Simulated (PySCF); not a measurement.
Compound: C₄H₆GeOSi.
Structure used (PBE0-D3(BJ)/def2-SVP), in Å, numbered top down from 1:
```xyz
13
C4H6GeOSi angstrom
C      3.5273   -1.8895    0.6165
C      2.6327   -1.1316    0.2918
C      1.6232   -0.2802   -0.0728
C      0.7229    0.4839   -0.3971
Ge    -0.6974    1.6513   -0.8845
O     -2.1656    0.6788   -1.0748
Si    -2.8471   -0.6155   -0.2862
H      4.3190   -2.5576    0.9030
H     -0.9132    2.6739    0.2398
H     -0.4155    2.2910   -2.2459
H     -4.0897   -0.9879   -1.0203
H     -1.9132   -1.7821   -0.2584
H     -3.1972   -0.2533    1.1232
```

Level of theory: core-valence-separated Tamm–Dancoff BHandHLYP/aug-pcX-1 (pcseg-1 on H, def2-SVPD on Si, def2-SVPD on Ge) in PySCF, non-relativistic, gas phase, PBE0-D3(BJ)/def2-SVP geometry. BHandHLYP without relativity tends to put these K edges a few eV too low, so spacings mean more than positions.

Task: List the oxygen K-edge absorption lines.

Result: 
| E (eV) | f | core hole on | main final orbital |
| --- | --- | --- | --- |
| 531.18 | 0.0137 | O6 | LUMO (66 %) |
| 532.89 | 0.0090 | O6 | LUMO+1 (71 %) |
| 533.05 | 0.0177 | O6 | spread |
| 533.51 | 0.0059 | O6 | spread |
| 533.77 | 0.0109 | O6 | LUMO+6 (41 %) |
| 534.15 | 0.0078 | O6 | spread |
| 534.38 | 0.0108 | O6 | spread |

The first line with a tenth or more of the strongest one's intensity is at 531.18 eV (f = 0.014), with the hole on O6 (oxygen bonded to Ge and Si). The strongest listed is at 533.05 eV (f = 0.018; O6).

Task: List the carbon K-edge absorption lines.

Result: 
```csv
E (eV),f,core hole on,main final orbital,polarisation
282.69,0.0498,C4,LUMO (76 %),across the triple bond
282.72,0.0530,C4,LUMO+1 (83 %),across the triple bond
283.04,0.0563,C1,LUMO (67 %),across the triple bond
283.13,0.0573,C1,LUMO+1 (79 %),across the triple bond
283.22,0.0409,C3,LUMO (81 %),across the triple bond
283.42,0.0356,C3,LUMO+1 (85 %),across the triple bond
283.53,0.0401,C2,LUMO (69 %),across the triple bond
283.57,0.0455,C2,LUMO+1 (81 %),across the triple bond
286.44,0.0119,C1,LUMO+2 (50 %),along the triple bond
286.51,0.0135,C4,spread,along the triple bond
286.56,0.0127,C4,LUMO+4 (54 %),mixed
286.78,0.0025,C4,spread,along the triple bond
287.30,0.0007,C2,LUMO+2 (67 %),–
287.33,0.0000,C3,LUMO+2 (54 %),–
287.38,0.0251,C1 + C2,"spread (2 roots, f summed)",–
287.67,0.0077,C3,LUMO+4 (71 %),across the triple bond
287.74,0.0069,C4,LUMO+10 (36 %),across the triple bond
287.81,0.0005,C4,LUMO+2 (36 %),–
```

The first line with a tenth or more of the strongest one's intensity is at 282.69 eV (f = 0.050), with the hole on C4 (alkyne carbon), polarised across the triple bond: a 1s→π* resonance. The strongest listed is at 283.13 eV (f = 0.057; C1).

Roots within 0.03 eV whose holes lie on the same, on equivalent or on shared atoms are summed into one line, and the highest roots are left out, as the search may have cut off their partners. Final orbitals are the ground state's empty Kohn–Sham orbitals. A dash: too weak, shared between unlike atoms, or no plane or axis to refer to.

Task: What are the wavelength and the wavenumber of the 533.51 eV line?

Result: λ = 12398.42 eV Å/533.51 eV = 23.239 Å; 4.3030 × 10⁶ cm⁻¹.

Only the lowest roots of each edge were sought. Relativistic effects, spin–orbit coupling among them, are left out although an element past zinc is present.

One conformer stands for the species.
